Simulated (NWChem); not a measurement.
Molecule: CF$_{2}$, singlet; SMILES F[C]F

```xyz
3

F      1.0237     0.0000    -0.1971
C      0.0000     0.0000     0.5910
F     -1.0237     0.0000    -0.1971
```
Atoms are numbered in this order, from 1.

Results from NWChem. Low-valent species are run as closed-shell singlets; no triplet was tried in these runs. Geometry: optimised at PBE0/def2-SVP. Level: PBE0/def2-SVP with SMD (1 M gas to 1 M solution), gas-phase geometry.

For solvent water:

solvation free energy (kcal/mol): 3.5
cavity-dispersion-structure term (kcal/mol): 5.5

### Question
What are these values for solvent n-hexane?

### Answer
The solvation free energy (kcal/mol) comes out as 2.0 and the cavity-dispersion-structure term (kcal/mol) is 2.9.
